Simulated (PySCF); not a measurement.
# Ar²⁺: ionisation energy

Ar²⁺ [Ne] 3s2 3p4 (3P) → Ar³⁺ [Ne] 3s2 3p3 (4S), as a difference of total energies. Calculation: PySCF 2.14, in aug-cc-pV(T+d)Z (6s5p4d2f, 55 functions); no relativity, point nucleus. Correlated levels: valence: [Ne] frozen. The calculations carry no spin-orbit coupling.

| method | ionisation energy (eV) | plus first-order spin-orbit estimate | difference from reference of that sum (eV) |
| --- | --- | --- | --- |
| UHF | 39.400 | 39.462 | -1.273 |
| LDA | 40.840 | 40.902 | +0.167 |
| PBE | 40.730 | 40.791 | +0.056 |
| PBE0 | 40.731 | 40.793 | +0.058 |
| r2SCAN | 40.700 | 40.762 | +0.027 |
| M06-2X | 40.726 | 40.788 | +0.053 |
| wB97X | 40.748 | 40.810 | +0.075 |
| HSE06 | 40.741 | 40.803 | +0.068 |
| r2SCAN0 | 40.686 | 40.748 | +0.013 |
| MP2 (valence) | 40.207 | 40.269 | -0.466 |
| SCS-MP2 (valence) | 40.294 | 40.356 | -0.379 |

Reference: 40.735 ± 0.012 eV (semi-empirical (NIST evaluation); NIST Atomic Spectra Database, ionization energies).

A first-order spin-orbit estimate (lowest level to lowest level, LS coupling) adds 0.062 eV.

Errors of the correlated levels include the incompleteness of this basis and the frozen core.
